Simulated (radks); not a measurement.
Values are calculated unless marked as measured or tabulated.
Q: All-electron atom: the zinc ion Zn2+ in [Ar] 3d7 4s2 4p1 (not the ground configuration). Code: a radial shooting solver on a logarithmic mesh with Libxc functionals. Model: scalar-relativistic Kohn-Sham, PBE, spin-polarised, spherical densities, point nucleus; open shells are filled with parallel spins first. Some entries of the table are withheld. Estimate them.

orbital,occ.,eigenvalue (hartree),<r> (bohr)
1s up,1,-351.9252,0.05031
1s down,1,-351.9229,0.05031
2s up,1,-44.56776,0.2263
2s down,1,-44.48135,0.2261
2p up,3,-38.87871,0.1984
2p down,3,-38.81276,0.1982
3s up,1,-6.60563,0.6662
3s down,1,-6.44919,0.6684
3p up,3,-4.89680,0.6884
3p down,3,-4.74250,0.6918
3d up,5,-2.12592,(1)
3d down,2,-1.97248,(2)
4s up,1,(3),1.937
4s down,1,(4),1.964
4p up,1,-0.81867,(5)
4p down,0,-0.76038,(6)

A: 
(1) 3d up <r> (bohr): 0.7492
(2) 3d down <r> (bohr): 0.7613
(3) 4s up eigenvalue (hartree): -1.16471
(4) 4s down eigenvalue (hartree): -1.09815
(5) 4p up <r> (bohr): 2.256
(6) 4p down <r> (bohr): 2.308
